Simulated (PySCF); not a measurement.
Polarisability and C₆ of Si²⁺ (silicon, charge +2)

[Ne] 3s2, closed-shell 1S. All numbers are calculated (PySCF 2.14, the non-relativistic Hamiltonian (point nucleus), in dyall-acv3z). Coupled (time-dependent) response in atomic units; α is the mean over directions.

```tsv
method	mean α (bohr³)	C₆ (like pair)	S(−4)
UHF	12.60	45.08	92.24
PBE	11.69	40.12	80.77
PBE0	11.95	41.48	84.08
wB97X-V	12.15	42.53	87.06
revPBE	11.92	41.28	84.00
```

S(−4) is the Cauchy moment in α(ω) = α(0) + S(−4) ω² + …

α(iu) at UHF:

```
u (hartree)  α(iu) (bohr³)
          0          12.60
     0.0500          12.37
      0.100          11.74
      0.200          9.755
      0.300          7.632
      0.500          4.552
      0.750          2.610
       1.00          1.681
       1.50         0.8930
       2.00         0.5796
       3.00         0.3296
       5.00         0.1700
```

For an ion, C₆ is the dispersion term alone; charge-induced terms of lower order in 1/R come first.
